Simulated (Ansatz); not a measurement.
CH$_{8}$B$_{2}$OSi, SMILES `BC(B)O[SiH3]` at its PBE0-D4/def2-TZVP geometry, where that method's forces vanish. Charge 0, multiplicity 1.

```xyz
13

B     0.1199   -0.4280   -1.5612
C    -0.0823    0.4674   -0.3168
B     0.1953    1.9394   -0.7245
O     0.5109    0.0739    0.9048
Si   -0.0128   -1.2354    1.7494
H    -0.5163   -0.2009   -2.5458
H     0.9216   -1.3134   -1.5473
H    -1.1950    0.5731   -0.2350
H     0.9284    2.6106   -0.0644
H    -0.3552    2.3867   -1.6848
H     0.8997   -1.3884    2.9046
H    -0.0018   -2.4624    0.9043
H    -1.4126   -1.0225    2.2167
```

(1) What forces (eV/Å) does r2SCAN-D4/def2-TZVPP give on these atoms in the Gaussian-basis code of Ansatz? (An estimate is asked.)

## Answers

(1) Computed: 
```
B1  -0.013 -0.039 -0.068
C2  -0.101  0.077 -0.288
B3  -0.015  0.079 -0.040
O4   0.169 -0.051  0.297
Si5 -0.018 -0.063  0.042
H6   0.022 -0.010  0.039
H7  -0.017  0.041  0.010
H8  -0.020  0.011 -0.001
H9  -0.019 -0.037 -0.017
H10  0.019 -0.017  0.039
H11 -0.026  0.001 -0.029
H12 -0.007  0.017  0.021
H13  0.025 -0.009 -0.006
```
